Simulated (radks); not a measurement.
Effect of the nuclear size on neutral terbium, [Xe] 4f9 6s2. All-electron calculation, Dirac Kohn-Sham, exchange-only LDA, spin-unpolarised, spherical densities, finite nucleus; open shells are shared between the two j in proportion to 2j + 1; Fermi nuclear charge, rms radius 5.06 fm. Program: a radial shooting solver on a logarithmic mesh with Libxc functionals. The rms radius is varied about that value; shifts are against it.

| rms radius (fm) | total energy shift (eV) | density at nucleus (e/bohr^3) | 1s1/2 shift (meV) | 2s1/2 shift (meV) | 5s1/2 shift (meV) | 5p1/2 shift (meV) | 6s1/2 shift (meV) | 4f7/2 shift (meV) | 6p1/2 (empty) shift (meV) |
|---|---|---|---|---|---|---|---|---|---|
| 4.3465 | -5.89 | 7.118e+05 | -2420 | -315 | -2.37 | 0.276 | -0.091 | 0.447 | 0.077 |
| 4.7463 | -2.67 | 6.955e+05 | -1100 | -143 | -1.08 | 0.125 | -0.041 | 0.203 | 0.035 |
| 5.06 | 0 | 6.839e+05 | 0.000 | 0.000 | 0.000 | 0.000 | 0.000 | 0.000 | 0.000 |
| 5.3029 | 2.15 | 6.755e+05 | 887 | 115 | 0.869 | -0.101 | 0.033 | -0.164 | -0.028 |
| 5.8392 | 7.17 | 6.586e+05 | 2950 | 384 | 2.89 | -0.336 | 0.110 | -0.545 | -0.094 |

Slopes of the eigenvalues against <r^2> in GHz/fm^2, as finite differences over the two radii next to the reference (eigenvalue slopes, not the field-shift constants of lines): 1s1/2 85900, 2s1/2 11200, 5s1/2 84.1, 5p1/2 -9.79, 6s1/2 3.21, 4f7/2 -15.8, 6p1/2 (empty) -2.73.
